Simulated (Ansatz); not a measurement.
`[BH2][GeH]([CH3])[CH3]` + `C[N](C)[W]([OH])(=[S])=[S]` → `[BH2][GeH]([CH3])[OH]` + `C[N](C)[W]([CH3])(=[S])=[S]`  (redistribution)

Isolated molecules relaxed with PBE0-D4/def2-TZVP in Ansatz; ΔE leaves out vibrations. CCSD(T)/CBS adds triple-zeta CCSD(T) − MP2 to the extrapolated MP2 energy (def2 sets, frozen cores). Functionals use def2-TZVPP. def2 core potentials past Kr. For Ge, W outer-core shells are correlated without core-valence functions, which leaves a few kJ/mol of doubt a bond. Scalar relativity is left out up to krypton. Each species was taken in one conformer, which may not be the lowest.

`[BH2][GeH]([CH3])[CH3]`:

```xyz
13

B     0.927    1.811    0.602
Ge    0.370    0.029   -0.267
C     0.357   -1.484    0.982
C    -1.351    0.118   -1.206
H     0.573    2.860    0.149
H     1.653    1.839    1.553
H     1.472   -0.245   -1.328
H     0.154   -2.415    0.450
H    -0.417   -1.346    1.740
H     1.320   -1.573    1.485
H    -1.348    0.931   -1.933
H    -2.162    0.292   -0.497
H    -1.547   -0.818   -1.730
```

`C[N](C)[W]([OH])(=[S])=[S]`:

Cartesian coordinates in Å:
```
C 0.567 1.650 -0.119
N -0.095 0.359 -0.075
C -1.204 0.283 -1.010
W 0.370 -1.116 1.060
O 1.442 -2.309 0.065
S 1.474 -0.364 2.721
S -1.419 -2.089 1.694
H 0.967 1.834 -1.124
H 1.384 1.691 0.597
H -0.148 2.447 0.114
H -1.949 1.052 -0.775
H -0.847 0.448 -2.032
H -1.691 -0.690 -0.963
H 1.150 -3.197 -0.153
```

`[BH2][GeH]([CH3])[OH]`:

Cartesian coordinates in Å:
```
B 0.768 0.781 -1.693
Ge 0.482 -0.244 0.063
C -1.048 0.395 1.108
O 0.205 -1.965 -0.366
H 0.740 0.232 -2.752
H 0.966 1.960 -1.665
H 1.745 -0.172 0.965
H -1.966 0.304 0.527
H -0.907 1.440 1.388
H -1.150 -0.198 2.019
H 0.166 -2.534 0.405
```

`C[N](C)[W]([CH3])(=[S])=[S]`:

```xyz
16

C    -1.150    1.504   -0.333
N    -0.013    0.606   -0.442
C     1.235    1.324   -0.638
W    -0.157   -1.303   -0.456
C     0.066   -1.845    1.571
S    -2.091   -1.992   -1.030
S     1.445   -2.256   -1.490
H    -2.073    0.946   -0.196
H    -1.011    2.176    0.522
H    -1.239    2.115   -1.238
H     2.071    0.633   -0.724
H     1.415    1.993    0.211
H     1.185    1.931   -1.549
H     0.000   -2.931    1.678
H     1.041   -1.515    1.942
H    -0.724   -1.385    2.171
```

Is it downhill or uphill in electronic energy at CCSD(T)/CBS, and by how much? (Best estimate.)

Computed: Uphill: ΔE = +48.0 kJ/mol.

What do these levels give: PBE-D4, PBE0-D4, B2PLYP, PBE0, HF/def2-TZVPP, HF/CBS(def2)? (An estimate is asked.)

Ansatz gave: PBE-D4 59.7, PBE0-D4 55.9, B2PLYP 53.0, PBE0 57.0, HF/def2-TZVPP 43.5, HF/CBS(def2) 41.5 kJ/mol.

Largest T1 diagnostic among the species: 0.021, so the coupled-cluster value is less sure than usual.

From PBE to PBE0 (25 % exact exchange), in def2-TZVPP and without D4, ΔE moves by −3.8 kJ/mol.
